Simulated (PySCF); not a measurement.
boroxine (H$_{3}$B$_{3}$O$_{3}$), singlet, geometry from GFN2-xTB. Base run: M06L/3-21G (PySCF).

Input for PySCF:
```python
from pyscf import gto, scf, dft

mol = gto.M(
    atom='''
B    -0.62642433    1.18300324    0.24601012
O    -1.33948341    0.02486049    0.22970691
B    -0.71480732   -1.15811031   -0.01600341
O     0.62560781   -1.18146124   -0.24568946
B     1.34123166   -0.02489294   -0.23000671
O     0.71387560    1.15660075    0.01598255
H    -1.16486750    2.19985392    0.45746817
H    -1.32922010   -2.15356426   -0.02975915
H     2.49408760   -0.04628966   -0.42770903
''',
    basis='3-21g',
    verbose=4,
)

mf = dft.RKS(mol)
mf.xc = 'm06l'
mf.kernel()
mf.analyze()
```

Each row names what was changed in the base input (with any setting that the change needs).

```
change                               ΔE vs base (mEh)  grid points  electrons on the grid
-----------------------------------  ----------------  -----------  ---------------------
base                                            0.000       113808               41.99999
grids.radi_method = mura_knowles                0.037       106792               41.99999
grids.atom_grid = (75, 302)                     0.001       128904               41.99999
grids.level = 0                                -4.094         8376               41.98907
grids.level = 5                                -0.058       329032               42.00000
grids.level = 2                                 0.058        83368               41.99999
grids.radi_method = gauss_chebyshev             0.078       110680               41.99999
grids.atom_grid = (30, 110)                    11.637        22104               42.00029
grids.radi_method = delley                      0.035       118672               41.99999
small_rho_cutoff = 0                            0.000       113808               41.99999
grids.atom_grid = (99, 590)                    -0.064       286008               42.00000
```
